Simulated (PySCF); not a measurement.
Precursor series Zn OH-SH. Isolated molecules, 0 K electronic values unless said otherwise. One relaxed conformer stands for each flexible species; it need not be the lowest.

Method: B3LYP-D3(BJ)/def2-TZVP // r2SCAN-D4/def2-SVP run with PySCF. B3LYP has the VWN-RPA correlation part, as in Gaussian. 

| species | HOMO–LUMO gap (eV) | charge on the central atom (meta-Löwdin) (e) | coordination number | charge on the central atom (Mulliken) (e) | mean distance from the central atom to its bonded neighbours (Å) |
|---|---|---|---|---|---|
| 0 of 2 OH replaced by SH ([Zn(OH)2]) | 6.75 | 1.30 | 2 | 0.62 | 1.761 |
| 1 of 2 OH replaced by SH ([Zn(OH)(SH)]) | 5.89 | 1.19 | 2 | 0.50 | 1.961 |
| 2 of 2 OH replaced by SH ([Zn(SH)2]) | 5.99 | 1.09 | 2 | 0.37 | 2.164 |
